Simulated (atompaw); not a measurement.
## Hg: from the effect back to the setting (PAW (atompaw))

Base potential:

mercury (Hg), PAW, made with atompaw 4.2.0.5 (PBE, scalar-relativistic). Core [Xe] 4f14, reference 5d10 6s1 6p1. Waves: 6s (bound): rc 2.20 bohr; 6s channel at 0.05 Ry: rc 2.20 bohr; 6p (bound): rc 3.00 bohr; 6p channel at 1.4 Ry: rc 3.00 bohr; 5d (bound): rc 3.00 bohr; 5d channel at 1.8 Ry: rc 1.95 bohr. Local part: ultrasoft scheme with l = 3 at 0 Ry, radius 2.45 bohr. Core correction: smooth core density matched at 2.65 bohr. Augmentation charge: sinc compensation charge, radius 2.20 bohr; PAW radius 3.00 bohr; waves and projectors: custom rrkj vanderbiltortho.

Cutoffs, loose and tight: the cutoffs (Ry, on a coarse ladder) from which the occupation-weighted sum of valence levels, in a spherical-Bessel basis at the reference potential, stays within 10 and 1 mRy of its value at 400 Ry. They see the waves, projectors and local potential, not the compensation charge or the core.

Only the scale of all radii (base = 1) is moved (1 further runs of the sweep failed or gave no value and are left out):

| scale of all radii (base = 1) | cutoff, loose | cutoff, tight | bound ghosts |
| --- | --- | --- | --- |
| 0.87 | 18 Ry | 30 Ry | s |
| 0.95 | 12 Ry | 21 Ry | none |
| 1.06 | 10 Ry | 18 Ry | none |
| 1.29 | 8 Ry | 8 Ry | none |

One more run gave cutoff, loose: 8 Ry; cutoff, tight: 12 Ry; bound ghosts: none. Which value of the scale of all radii (base = 1) was used?

1.15. The tight cutoff moves one way along this sweep, from 30 Ry at 0.87 to 8 Ry at 1.29, which places the run between 1.06 and 1.29.
